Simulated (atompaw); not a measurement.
# Reading a pseudo-wave (P)

Columns: radius, all-electron u(r) and pseudo u(r) of the 3s shell (level -13.97 eV) of phosphorus in the configuration [Ne] 3s2 3p3; PBE, scalar-relativistic, PAW (atompaw) scheme, atompaw 4.2.0.5.

```tsv
r (bohr)	all-electron	pseudo
0.063	0.1935	0.0453
0.127	0.0360	0.0913
0.190	-0.1591	0.1364
0.254	-0.3009	0.1820
0.317	-0.3670	0.2265
0.381	-0.3686	0.2714
0.444	-0.3218	0.3149
0.508	-0.2414	0.3585
0.571	-0.1430	0.4005
0.635	-0.0336	0.4421
0.698	0.0760	0.4819
0.762	0.1841	0.5209
0.825	0.2842	0.5577
0.888	0.3757	0.5926
0.952	0.4588	0.6260
1.015	0.5307	0.6565
1.079	0.5936	0.6849
1.142	0.6460	0.7101
1.206	0.6901	0.7327
1.269	0.7249	0.7517
1.333	0.7522	0.7675
1.396	0.7716	0.7795
1.460	0.7846	0.7879
1.523	0.7915	0.7925
1.587	0.7930	0.7932
1.650	0.7900	0.7900
```

(1) How many radial nodes do the two functions have?

(2) Is the pseudo-wave norm-conserving?

## Answers

(1) The all-electron 3s function has n − l − 1 = 2; the pseudo-wave has 0, since the states of the same l below it are removed with the core.

(2) No, it belongs to a PAW set: the norm inside the radius is not constrained, and the difference is carried by the augmentation charge.
